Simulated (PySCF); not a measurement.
How methods differ on the ionisation energy of V⁺

V⁺ [Ar] 3d4 (5D) → V²⁺ [Ar] 3d3 (4F), as a difference of total energies. Computed with PySCF 2.14 in aug-cc-pVDZ, with the non-relativistic Hamiltonian (point nucleus). Correlated levels: valence: [Ar] frozen. The calculations carry no spin-orbit coupling.

| method | ionisation energy (eV) | difference from reference (eV) |
| --- | --- | --- |
| UHF | 13.313 | -1.321 |
| MP2 (valence) | 13.998 | -0.636 |
| SCS-MP2 (valence) | 13.542 | -1.092 |
| CCSD (valence) | 14.095 | -0.539 |
| CCSD(T) (valence) | 14.107 | -0.527 |

Reference: 14.634 ± 0.007 eV (measured; NIST Atomic Spectra Database, ionization energies).

These non-relativistic numbers lack the scalar-relativistic shift.

The reference lies between the lowest fine-structure levels, while these numbers refer to the centres of the terms.

Errors of the correlated levels include the incompleteness of this basis and the frozen core.
